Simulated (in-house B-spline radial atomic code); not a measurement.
N³⁺. Computed with a B-spline radial atomic code. Model: all-electron spherical atom, spin shells full or empty, radial basis limit, no spin-orbit coupling: exact exchange with a local potential (Slater, KLI or optimised effective potential, whose far tail is KLI's), no correlation.

The run also made RPA and GW results, which its time includes.

The Slater potential averages the orbital exchange potentials with the orbital densities as weights, KLI adds orbital constants, and the optimised effective potential minimises the exact-exchange energy among local potentials. So their energies lie above Hartree-Fock in the order OEP, KLI, Slater. All fall off as −1/r, unlike LDA and GGA exchange.

Command:
```bash
python run_gw.py task.json out
```
Settings (nuclear radius in fm, other lengths in bohr, energies in hartree):
```
Z                      7
electrons              4
configuration          [He] 2s2
hamiltonian            x2c
method                 slater
lmax                   9
rms_radius             2.5582
spin_polarised         False
box_radius             14.14
intervals              104
ion_configuration      [He] 2s1
```

Run time, properties included: 5.2 s on 1 thread of Arm Neoverse N1 (shared host).

Given: hamiltonian one-electron scalar X2C; mean-field start Slater potential.

Computed: energy above Hartree-Fock 11.803 millihartree.

```tsv
radius (bohr)	r times exchange potential (hartree bohr)
0.00714	-0.049268
0.00844	-0.058202
0.00996	-0.068628
0.0118	-0.081211
0.0139	-0.095512
0.0164	-0.11245
0.0194	-0.13263
0.0229	-0.15594
0.027	?
0.0319	-0.21455
0.0377	-0.25118
0.0446	-0.29345
0.0526	-0.34054
0.0622	-0.39419
0.0734	-0.45274
0.0867	-0.51659
0.102	-0.58255
0.121	-0.65396
0.143	-0.72342
0.169	-0.78965
0.199	-0.84837
0.235	-0.89883
0.278	-0.93591
0.328	-0.94925
0.388	-0.91657
0.458	-0.81501
0.541	-0.70367
0.639	-0.68697
0.755	-0.74363
0.892	-0.81839
1.05	?
1.24	-0.93598
1.47	-0.97009
1.74	-0.98836
2.05	-0.99626
2.42	-0.99909
2.86	-0.99984
```

Question: What belongs in the row 0.027?

Answer: r times exchange potential (hartree bohr): -0.18289.

Question: What belongs in the row 1.05?

Answer: r times exchange potential (hartree bohr): -0.88455.

```json
{"occupied": "1s", "level (hartree)": "-17.978", "Hartree-Fock level (hartree)": "-18.129"}
{"occupied": "2s", "level (hartree)": "-2.8294", "Hartree-Fock level (hartree)": "-2.7684"}
```

```csv
empty,level (hartree)
2p,-2.4933
3s,-1.0984
3p,?
3d,-0.90317
```

Question: What belongs in the row 3p?

Answer: level (hartree): -1.0094.
